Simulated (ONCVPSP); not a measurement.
# selenium: variants of one ONCV potential

Base potential:

* Element: Se
* Generator: ONCVPSP 4.0.1
* Type: optimised norm-conserving Vanderbilt (ONCV)
* Functional: PBEsol
* Relativity: non-relativistic
* Frozen core: [Ar]
* Valence charge: 16
* Reference configuration: 3d10 4s2 4p4
* Partial waves: 4s: rc 1.50 bohr, ncon 4, nbas 7, qcut 4.1 1/bohr, 2 projectors, debl 3.4 Ha; 4p: rc 1.90 bohr, ncon 5, nbas 8, qcut 4.2 1/bohr, 1 projector; 3d: rc 1.20 bohr, ncon 4, nbas 9, qcut 15 1/bohr, 3 projectors, debl 1.6 Ha
* Local potential: polynomial inside 1.10 bohr (lpopt 3, dvloc0 6 Ha)
* Core correction: none

In the d channel the program set the typed energies aside and used -2.001, 0.250, 1.850 Ha.

Cutoffs, loose and tight: the cutoffs (Ha) at which the residual kinetic energy of the hardest occupied pseudo-wave falls to 1 and 0.1 mHa per electron. They do not see the model core or the augmentation charge, which bear on the density cutoff. Test errors are all-electron minus pseudo excitation energies from the reference, over the configurations 3d10 4s2 4p3; 3d10 4s2 4p2; 3d10 4s2 4p1; 3d10 4s1 4p4. A dash means not determined; rows that change the core or the reference have their own tests.

```csv
change,outcome,"cutoff, loose","cutoff, tight",bound ghosts,GHOST(+) flags above zero,largest test error (meV)
base,"generated, projector energies reset by the program",85 Ha,94 Ha,none,s,+15
functional PBE,"generated, projector energies reset by the program",85 Ha,94 Ha,none,s,+21
d: nbas 7,"generated, projector energies reset by the program",85 Ha,94 Ha,none,s,+15
p: qcut 6.5,"generated, projector energies reset by the program",85 Ha,94 Ha,none,s,+20
"local potential polynomial inside 1.10 bohr (lpopt 3, dvloc0 9.5 Ha)","generated, projector energies reset by the program",85 Ha,94 Ha,none,s,+13
```

Question: What comes out with this change to the base: local potential polynomial inside 0.85 bohr (lpopt 3, dvloc0 0 Ha)?

Answer: outcome: generated, projector energies reset by the program; cutoff, loose: 85 Ha; cutoff, tight: 94 Ha; bound ghosts: none; GHOST(+) flags above zero: s; largest test error (meV): +35.

Question: What comes out with this change to the base: all radii scaled by about 1.19 (s 1.78, p 2.26, d 1.42 bohr); local potential polynomial inside 1.30 bohr (lpopt 3, dvloc0 6 Ha)?

Answer: outcome: generated, projector energies reset by the program; cutoff, loose: 73 Ha; cutoff, tight: 82 Ha; bound ghosts: none; GHOST(+) flags above zero: s; largest test error (meV): +9.2.
